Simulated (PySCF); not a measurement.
Geometry:
```
atom   x (Å)   y (Å)   z (Å)
  F1   2.826  -0.733  -0.579
  C2   2.172   0.426  -0.277
  F3   2.475   1.292  -1.273
  C4   0.697   0.186  -0.150
  C5  -0.208   0.663  -0.993
  C6  -1.652   0.345  -0.753
 Si7  -1.638  -0.769   0.791
  F8  -2.376  -0.037   2.032
  C9   0.251  -0.671   1.003
 H10   2.625   0.813   0.652
 H11   0.059   1.281  -1.837
 H12  -2.214   1.269  -0.606
 H13  -2.074  -0.129  -1.639
 H14  -2.252  -2.080   0.712
 H15   0.548  -0.212   1.948
 H16   0.754  -1.637   0.956
```

Geometry: GFN2-xTB; GIAO shifts from PySCF 2.14, gas phase, non-relativistic, averaged over equivalent atoms.

At PBE0/3-21G (99 basis functions, 38 s wall time (31 s CPU) on 1 thread of an Intel Xeon, shared host):
```json
{"atoms": "F1", "δ (ppm)": "-149.2"}
{"atoms": "F3", "δ (ppm)": "-161.6"}
{"atoms": "F8", "δ (ppm)": "-220.3"}
{"atoms": "C4", "δ (ppm)": "124.0"}
{"atoms": "C5", "δ (ppm)": "119.3"}
{"atoms": "C2", "δ (ppm)": "109.2"}
{"atoms": "C6", "δ (ppm)": "20.2"}
{"atoms": "C9", "δ (ppm)": "19.3"}
{"atoms": "Si7", "δ (ppm)": "72.7"}
{"atoms": "H10", "δ (ppm)": "6.70"}
{"atoms": "H11", "δ (ppm)": "6.55"}
{"atoms": "H14", "δ (ppm)": "5.73"}
{"atoms": "H16", "δ (ppm)": "2.05"}
{"atoms": "H12", "δ (ppm)": "1.98"}
{"atoms": "H13", "δ (ppm)": "1.97"}
{"atoms": "H15", "δ (ppm)": "1.70"}
```

Shifts are taken against calculated references (same method and geometry level): CFCl3 for ¹⁹F (σref 195.06); TMS for ¹³C (σref 209.51) and ²⁹Si (σref 494.56) and ¹H (σref 33.27).

Estimate the result of repeating the calculation with revPBE/pcseg-1.

## Answers


```json
{"atoms": "F1", "δ at revPBE/pcseg-1": "-145.0", "change": "+4.2"}
{"atoms": "F3", "δ at revPBE/pcseg-1": "-159.3", "change": "+2.3"}
{"atoms": "F8", "δ at revPBE/pcseg-1": "-206.8", "change": "+13.5"}
{"atoms": "C4", "δ at revPBE/pcseg-1": "142.8", "change": "+18.8"}
{"atoms": "C5", "δ at revPBE/pcseg-1": "132.1", "change": "+12.8"}
{"atoms": "C2", "δ at revPBE/pcseg-1": "123.6", "change": "+14.4"}
{"atoms": "C6", "δ at revPBE/pcseg-1": "24.9", "change": "+4.7"}
{"atoms": "C9", "δ at revPBE/pcseg-1": "23.9", "change": "+4.6"}
{"atoms": "Si7", "δ at revPBE/pcseg-1": "33.2", "change": "-39.5"}
{"atoms": "H10", "δ at revPBE/pcseg-1": "6.62", "change": "-0.08"}
{"atoms": "H11", "δ at revPBE/pcseg-1": "6.53", "change": "-0.02"}
{"atoms": "H14", "δ at revPBE/pcseg-1": "6.01", "change": "+0.28"}
{"atoms": "H16", "δ at revPBE/pcseg-1": "1.94", "change": "-0.11"}
{"atoms": "H12", "δ at revPBE/pcseg-1": "2.11", "change": "+0.13"}
{"atoms": "H13", "δ at revPBE/pcseg-1": "2.01", "change": "+0.04"}
{"atoms": "H15", "δ at revPBE/pcseg-1": "1.72", "change": "+0.02"}
```

Shifts are taken against calculated references (same method and geometry level): CFCl3 for ¹⁹F (153.02 ppm); ¹³C (192.41 ppm) and ²⁹Si (327.32 ppm) and ¹H (31.91 ppm) vs TMS.

The largest change is at Si7 (silicon bonded to 2 C, F, H, in a 5-membered ring). Cost: 165 basis functions, 2.6 min wall time (94 s CPU) on 1 thread of an Intel Xeon, shared host. The order of the carbon signals is the same at both levels.

Unscaled 19F shifts against computed CFCl3 carry errors that often reach 10 to 50 ppm.
